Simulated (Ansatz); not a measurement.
Program: Ansatz. Geometries: PBE0-D4/def2-TZVP. ΔE: electronic, gas phase. CCSD(T)/CBS adds triple-zeta CCSD(T) − MP2 to the extrapolated MP2 energy (def2 sets, frozen cores). This one scheme is used for every species. Functionals use def2-TZVPP. def2 core potentials past Kr. For Sn outer-core shells are correlated without core-valence functions, which leaves a few kJ/mol of doubt a bond. One conformer a species, not always the lowest.

`[CH3][AlH][SiH2][SnH3]` + H₂ → `[CH3][AlH][SiH3]` + `[SnH4]`  (hydrogenolysis of the Si–Sn bond)

`[CH3][AlH][SiH2][SnH3]`:

Z-matrix (Å, degrees):
```
C
Al 1 1.952
H 1 1.096 2 110.2
H 1 1.096 2 110.1 3 -116.9
H 1 1.092 2 113.8 3 121.6
Si 2 2.458 1 121.8 3 -122.4
H 2 1.593 1 119.3 3 57.7
Sn 6 2.561 2 113.8 1 179.6
H 6 1.495 2 110.8 1 -59.1
H 6 1.495 2 110.9 1 58.2
H 8 1.710 6 110.5 2 59.7
H 8 1.710 6 110.5 2 -59.2
H 8 1.710 6 112.5 2 -179.8
```

H₂:

```xyz
2

H    -0.028    0.307    0.210
H     0.028   -0.307   -0.210
```

`[CH3][AlH][SiH3]`:

```xyz
10

C    -0.645   -0.352   -1.760
Al    0.465   -0.724   -0.197
Si    0.361    0.726    1.789
H    -1.270   -1.219   -2.001
H    -1.300    0.513   -1.638
H    -0.014   -0.177   -2.639
H     1.445   -1.980   -0.229
H    -1.026    0.777    2.340
H     0.723    2.132    1.436
H     1.262    0.304    2.899
```

`[SnH4]`:

```xyz
5

Sn    0.000    0.000    0.000
H     0.471   -0.281    1.613
H    -0.306   -1.489   -0.770
H     1.248    0.818   -0.822
H    -1.413    0.952   -0.022
```

| level | ΔE (kcal/mol) |
| --- | --- |
| r2SCAN-D4 | 5.2 |
| HF/CBS(def2) | -3.1 |

**Question.** What does CCSD(T)/CBS give? (Estimate.)

**Answer.** Ansatz gave: +5.9 kcal/mol. The listed levels differ from it by -0.7, -9.0 kcal/mol.

Largest T1 diagnostic among the species: 0.013.

The D4 term adds +2.4 kcal/mol with B3LYP and +1.4 kcal/mol with PBE0; it sums over pairs of atoms, weighted by their polarisabilities, and B3LYP, whose exchange is more repulsive, gets the larger term. From PBE to PBE0 (25 % exact exchange), in def2-TZVPP and without D4, ΔE moves by −0.9 kcal/mol.

B3LYP here is the variant with VWN-RPA as its local correlation; programs differ in this.
